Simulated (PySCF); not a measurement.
beryllium atom (Be), singlet. Base run: PySCF with DF-R2SCAN/STO-3G.

The PySCF input:
```python
from pyscf import gto, scf, dft

mol = gto.Mole()
mol.atom = '''
    Be    0.00000000    0.00000000    0.00000000
'''
mol.basis = 'sto-3g'
mol.verbose = 4
mol.build()

mf = dft.RKS(mol)
mf.xc = 'r2scan'
mf = mf.density_fit(auxbasis='def2-universal-jkfit')
mf.kernel()
```

The base run was repeated with changes; each row names its change, and settings that it needs were set with it.

```tsv
change	basis functions	E (Eh)	HOMO (eV)	HOMO-LUMO gap (eV)
base	5	-14.42516	-3.76	4.67
basis = pcseg-0	[?]	[?]	[?]	[?]
basis = pcseg-1	9	[?]	-5.73	[?]
basis = def2-SVP	9	-14.63011	-5.69	3.83
basis = 6-31G	9	[?]	[?]	[?]
basis = pc-1	9	-14.64119	-5.73	5.19
basis = def2-SVPD	12	-14.63011	-5.69	3.82
basis = 6-311++G**	22	-14.64740	-5.74	3.96
basis = def2-TZVPD	22	-14.64791	-5.74	3.97
basis = aug-cc-pVDZ	23	-14.64757	-5.77	3.97
basis = 6-311+G(2d,p)	27	-14.64740	-5.74	3.96
basis = aug-cc-pVTZ	[?]	[?]	[?]	3.96
basis = cc-pVQZ	55	-14.64857	-5.74	3.96
```

### Question
What belongs in the gaps?

### Answer

- basis = pcseg-0, basis functions: 6
- basis = pcseg-0, E (Eh): -14.61348
- basis = pcseg-0, HOMO (eV): -5.68
- basis = pcseg-0, HOMO-LUMO gap (eV): 4.29
- basis = pcseg-1, E (Eh): -14.64074
- basis = pcseg-1, HOMO-LUMO gap (eV): 4.03
- basis = 6-31G, E (Eh): -14.64376
- basis = 6-31G, HOMO (eV): -5.51
- basis = 6-31G, HOMO-LUMO gap (eV): 4.04
- basis = aug-cc-pVTZ, basis functions: 46
- basis = aug-cc-pVTZ, E (Eh): -14.64822
- basis = aug-cc-pVTZ, HOMO (eV): -5.75

Totals compare only among sets that treat the same electrons; sets with core potentials leave the core out.
